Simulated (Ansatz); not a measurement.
Geometry optimisation, Ansatz 0.2.0, RKS PBE0/6-31G*.

The input (input.yaml):

```yaml
crystal:
  periodic: [false, false, false]
  atoms:
    - { symbol: Al, position_ang: [0.0, 0.0, 0.0] }
    - { symbol: H, position_ang: [0.0, 0.0, 1.91] }
    - { symbol: F, position_ang: [1.4635, 0.0, -0.845] }
    - { symbol: "N", position_ang: [-1.6627, 0.0, -0.96] }
    - { symbol: H, position_ang: [-2.3316, -0.8164, -0.8614] }
    - { symbol: H, position_ang: [-1.9118, 0.8164, -1.5886] }
    - { symbol: O, position_ang: [-0.2602, 1.9567, 0.6559] }
    - { symbol: H, position_ang: [-1.1988, 2.262, 0.4419] }
    - { symbol: H, position_ang: [-0.1315, 0.9887, 1.8084] }
basis:
  gaussian: { orbitals: "6-31G*" }
hamiltonian:
  xc: pbe0
relax:
  f_tol: 0.15
  max_steps: 25
  restrain:
    - { distance: [0, 6], at: 1.78, k: 30.0 }
    - { distance: [8, 1], at: 0.66, k: 30.0 }
    - { distance: [0, 1], at: 2.76, k: 30.0 }
    - { distance: [8, 6], at: 2.21, k: 30.0 }
```

Launched with:

```bash
$ ansatz run input.yaml --threads 1 --pin off --max-ram 2048MiB --backend cpu --events-out ev --progress --plain --runs-dir out
```

Q: Where does it end, and by what steps?

A: The run converged. The restraints hold the end off the free minimum. After 11 steps the energy has fallen by 2.602 eV (the restraints' own energy left out); H6 moved furthest, 0.92 Å. Joined: H2–H9 (1.00 → 0.71 Å).

| step | energy less start (eV) | largest force component (eV/Å) | accepted |
| --- | --- | --- | --- |
| 0 | 0.0000 | 4.189 | yes |
| 1 | -0.7074 | 4.908 | yes |
| 2 | -1.5242 | 3.876 | yes |
| 3 | -2.0644 | 2.138 | yes |
| 4 | -2.3144 | 1.233 | yes |
| 5 | -2.4197 | 1.167 | yes |
| 6 | -2.4814 | 0.949 | yes |
| 7 | -2.5265 | 1.375 | yes |
| 8 | -2.5878 | 1.388 | yes |
| 9 | -2.5889 | 1.396 | yes |
| 10 | -2.5996 | 1.320 | yes |
| 11 | -2.6018 | 1.470 | yes |

```xyz
9
Properties=species:S:1:pos:R:3
Al -0.184 0.581 -0.399
H -0.096 0.020 2.303
F 1.193 -0.306 -0.551
N -1.683 -0.048 -1.092
H -1.761 -0.965 -1.510
H -2.579 0.417 -1.098
O -0.042 2.138 0.384
H -0.829 2.686 0.470
H -0.052 0.685 2.056
```

Run time: 17 s on 1 thread of AMD EPYC 9R45 96-Core Processor (Zen 5), on a shared host, peak memory 0.18 GiB.
